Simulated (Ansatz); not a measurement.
Consider the formal exchange of groups at a C–C bond: `O=CCC(F)(F)F` + `[SiH3][SiH3]` → `O=C[SiH2][SiH3]` + `CC(F)(F)F`.

Program: Ansatz. Geometries: PBE0-D4/def2-TZVP. ΔE: electronic, gas phase. CBS: MP2 limit from def2 TZ/QZ plus the TZ coupled-cluster correction, frozen cores. DFT in def2-TZVPP. B3LYP here is the variant with VWN-RPA as its local correlation; programs differ in this. One conformer a species, not always the lowest.

| level | ΔE (kcal/mol) | difference from CCSD(T)/CBS |
| --- | --- | --- |
| BHLYP-D4 | -1.1 | 0.4 |
| CAM-B3LYP-D4 | -0.9 | 0.6 |
| ωB97M-V | -0.9 | 0.6 |
| B2PLYP | -1.6 | -0.1 |
| PBE | -2.5 | -1.0 |
| revPBE | -3.3 | -1.8 |
| r2SCAN | -1.8 | -0.3 |
| B3LYP | -2.2 | -0.7 |
| r2SCANh | -1.4 | 0.1 |
| CAM-B3LYP | -0.9 | 0.6 |
| RPA@PBE/def2-TZVPP | -0.2 | 1.3 |
| MP2/def2-SVP | 2.2 | 3.7 |
| CCSD/def2-SVP | 2.2 | 3.7 |
| CCSD(T)/def2-SVP | 2.1 | 3.6 |
| HF/def2-QZVPP | 0.2 | 1.7 |
| CCSD/CBS(def2) | -1.3 | 0.2 |
| CCSD(T)/CBS | -1.5 | 0 |

Largest T1 diagnostic among the species: 0.016.

In def2-TZVPP, CCSD(T) changes the Hartree–Fock value by −1.0 kcal/mol (the triples alone add −0.3 kcal/mol) and MP2 by −1.1 kcal/mol. Leaving LDA and LC-ωPBE aside and taking each functional with its dispersion term where it has one, the values, not all of them listed here, spread over 2.8 kcal/mol, from BLYP-D4 to ωB97X-V. LDA lies +2.3 kcal/mol from PBE without D4. From BLYP to BHLYP (50 % exact exchange), in def2-TZVPP and without D4, ΔE moves by +2.5 kcal/mol.
